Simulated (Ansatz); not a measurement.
Geometry optimisation, Ansatz 0.2.0, RKS PBE-D4/6-31G*.

input.yaml

```yaml
crystal:
  periodic: [false, false, false]
  atoms:
    - { symbol: B, position_ang: [0.197112, -0.610393, -0.484285] }
    - { symbol: "N", position_ang: [0.011383, -0.034704, 2.185535] }
    - { symbol: H, position_ang: [-0.849308, -0.04924, 2.742821] }
    - { symbol: H, position_ang: [0.679127, 0.579259, 2.663532] }
    - { symbol: Cl, position_ang: [1.586951, 0.400891, -0.884474] }
    - { symbol: H, position_ang: [-0.915955, -0.228604, -0.699946] }
    - { symbol: S, position_ang: [0.535497, -2.384864, -0.014238] }
    - { symbol: H, position_ang: [-0.77246, -2.748078, 0.070161] }
    - { symbol: H, position_ang: [0.404751, -0.999466, 2.190792] }
basis:
  gaussian: { orbitals: "6-31G*" }
hamiltonian:
  xc: pbe
  dispersion: d4
relax:
  f_tol: 0.03
  max_steps: 50
```

Run as:

```bash
$ ansatz run input.yaml --threads 1 --pin off --max-ram 2048MiB --backend cpu --events-out ev --progress --plain --runs-dir out
```

Where does it end, and by what steps?

The forces met the threshold. After 12 steps the energy has fallen by 0.913 eV; H4 moved furthest, 0.90 Å. Joined: B1–N2 (2.74 → 1.65 Å).

| step | energy less start (eV) | largest force component (eV/Å) | accepted |
| --- | --- | --- | --- |
| 0 | 0.0000 | 0.625 | yes |
| 1 | -0.1187 | 1.262 | yes |
| 2 | -0.3257 | 1.531 | yes |
| 3 | -0.6530 | 1.078 | yes |
| 4 | -0.7764 | 1.411 | yes |
| 5 | -0.8376 | 0.350 | yes |
| 6 | -0.8638 | 0.352 | yes |
| 7 | -0.8911 | 0.154 | yes |
| 8 | -0.8579 | 0.492 | no |
| 9 | -0.9066 | 0.067 | yes |
| 10 | -0.9091 | 0.287 | yes |
| 11 | -0.9133 | 0.030 | yes |
| 12 | -0.9134 | 0.019 | yes |

```xyz
9
Properties=species:S:1:pos:R:3
B 0.178 -0.548 0.187
N 0.133 -0.211 1.804
H -0.703 -0.621 2.244
H 0.144 0.805 1.982
Cl 1.744 0.294 -0.361
H -0.823 -0.060 -0.285
S 0.291 -2.445 0.032
H -1.045 -2.665 -0.099
H 0.958 -0.624 2.265
```

Whether the end is a true minimum wasn't checked by a vibrational analysis.

The run took 37 s on 1 thread of AMD EPYC 7R43 64-Core Processor (Zen 3), with other jobs on the host, peak memory 0.16 GiB.
